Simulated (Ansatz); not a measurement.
`FBBCl` + `B[SiH2]O` → `B[SiH2]OBF` + `BCl`  (cleavage of the B–B bond)

Isolated molecules relaxed with PBE0-D4/def2-TZVP in Ansatz; ΔE leaves out vibrations. CCSD(T)/CBS is the MP2 limit (def2-TZVPP, def2-QZVPP) plus CCSD(T) − MP2 in def2-TZVPP, frozen cores. This one scheme is used for every species. Functionals use def2-TZVPP. B3LYP here is the variant with VWN-RPA as its local correlation; programs differ in this. HSE06 is defined as in plane-wave codes. Each species was taken in one conformer, which may not be the lowest.

| level | ΔE (kcal/mol) | difference from CCSD(T)/CBS |
| --- | --- | --- |
| LDA (SPW92) | -42.5 | 0.9 |
| PBE-D4 | -40.5 | 2.9 |
| revPBE-D4 | -39.9 | 3.5 |
| BLYP-D4 | -42.7 | 0.7 |
| r2SCAN-D4 | -43.5 | -0.1 |
| B97M-V | -43.4 | 0.0 |
| PBE0-D4 | -41.8 | 1.6 |
| r2SCAN0-D4 | -44.3 | -0.9 |
| HSE06-D4 | -41.9 | 1.5 |
| BHLYP-D4 | -45.6 | -2.2 |
| CAM-B3LYP-D4 | -44.8 | -1.4 |
| ωB97X-V | -42.9 | 0.5 |
| ωB97M-V | -44.1 | -0.7 |
| B2PLYP | -44.4 | -1.0 |
| PBE-QIDH | -43.8 | -0.4 |
| PBE | -40.3 | 3.1 |
| revPBE | -39.5 | 3.9 |
| BLYP | -42.4 | 1.0 |
| r2SCAN | -43.5 | -0.1 |
| PBE0 | -41.7 | 1.7 |
| B3LYP | -43.6 | -0.2 |
| r2SCANh | -43.8 | -0.4 |
| r2SCAN0 | -44.2 | -0.8 |
| HSE06 | -41.7 | 1.7 |
| BHLYP | -45.4 | -2.0 |
| CAM-B3LYP | -44.7 | -1.3 |
| RPA@PBE/def2-TZVPP | -43.1 | 0.3 |
| MP2/def2-SVP | -49.8 | -6.4 |
| CCSD/def2-SVP | -48.3 | -4.9 |
| CCSD(T)/def2-SVP | -48.4 | -5.0 |
| HF/def2-TZVPP | -47.1 | -3.7 |
| MP2/def2-TZVPP | -45.2 | -1.8 |
| SCS-MP2/def2-TZVPP | -45.1 | -1.7 |
| CCSD/def2-TZVPP | -44.2 | -0.8 |
| HF/def2-QZVPP | -47.3 | -3.9 |
| MP2/def2-QZVPP | -44.9 | -1.5 |
| SCS-MP2/def2-QZVPP | -44.8 | -1.4 |
| HF/CBS(def2) | -47.3 | -3.9 |
| MP2/CBS(def2) | -44.6 | -1.2 |
| CCSD/CBS(def2) | -43.6 | -0.2 |
| CCSD(T)/CBS | -43.4 | 0 |

Largest T1 diagnostic among the species: 0.014.

From BLYP to BHLYP (50 % exact exchange), in def2-TZVPP and without D4, ΔE moves by −3.0 kcal/mol. At CCSD(T), def2-SVP lies −5.0 kcal/mol from the extrapolated value and def2-TZVPP −0.6 kcal/mol.
